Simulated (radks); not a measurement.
The numbers below are computed, except where a source is named.
The nuclear charge of neutral vanadium is varied continuously with 23 electrons held in [Ar] 3d3 4s2. Level of theory: non-relativistic Kohn-Sham, r2SCAN, spin-polarised, spherical densities, point nucleus; open shells are filled with parallel spins first; meta-GGA in the generalised Kohn-Sham scheme (a radial shooting solver on a logarithmic mesh with Libxc functionals). By the Hellmann-Feynman theorem dE/dZ = E(electron-nucleus)/Z, the electronic potential at the nucleus.

Z     E (hartree)  E(electron-nucleus)/Z (hartree)  HOMO  e(HOMO) (eV)  <r> HOMO (bohr)
22.8   -924.47905                         -96.1728    4s        -2.992            3.848
22.9   -934.12388                         -96.7235    4s        -3.643            3.727
23     -943.82372                         -97.2731    4s        -4.325            3.618
23.1   -953.57847                         -97.8219    4s        -5.037            3.518
23.2   -963.38807                         -98.3699    4s        -5.776            3.426
23.3   -973.25242                         -98.9171    4s        -6.543            3.342
23.4   -983.17146                         -99.4637    4s        -7.336            3.263
23.5   -993.14513                         -100.010    4s        -8.156            3.190
23.6  -1003.17338                         -100.555    4s        -9.000            3.121
23.7  -1013.25614                         -101.100    4s        -9.870            3.057
23.8  -1023.39337                         -101.644    4s       -10.763            2.996
23.9  -1033.58502                         -102.189    4s       -11.681            2.939
24    -1043.83106                         -102.732    4s       -12.621            2.884

The central difference of E at Z = 23 is -97.273 hartree, to compare with the third column; the second derivative is -5.49 hartree.
